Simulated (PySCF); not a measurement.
MIn for M along the fifth-period p block

r²SCAN with double-zeta basis sets in PySCF, for the lowest determinant that a PBE0 search found; no spin–orbit coupling. De refers to high-spin ground-configuration atoms. A positive dipole means M(−)In(+).

```
 M     basis  state (unpaired electrons)  Re (Å)  ωe (cm⁻¹)  De (eV)  μ (D)
In  def2-SVP          triplet (σ ↑, π ↑)   3.050        113     1.35    n/a
Sn  def2-SVP         quartet (σ ↑, π ↑↑)   2.843        148     2.15   1.56
Sb  def2-SVP              triplet (π ↑↑)   2.959        144     1.67   1.88
 I  def2-SVP      singlet (closed shell)   2.789        177     3.70   3.46
```

The shortest bond is that of InI (2.789 Å), the longest that of In2 (3.050 Å). InI is bound most strongly (3.70 eV) and In2 least (1.35 eV).

The state changes along the series, so neighbouring rows are not always alike in their bonding.

These are scalar-relativistic numbers at best; spin–orbit coupling would shift them, the dissociation energy most. States were picked by a PBE0 search and need not be the measured ground states.
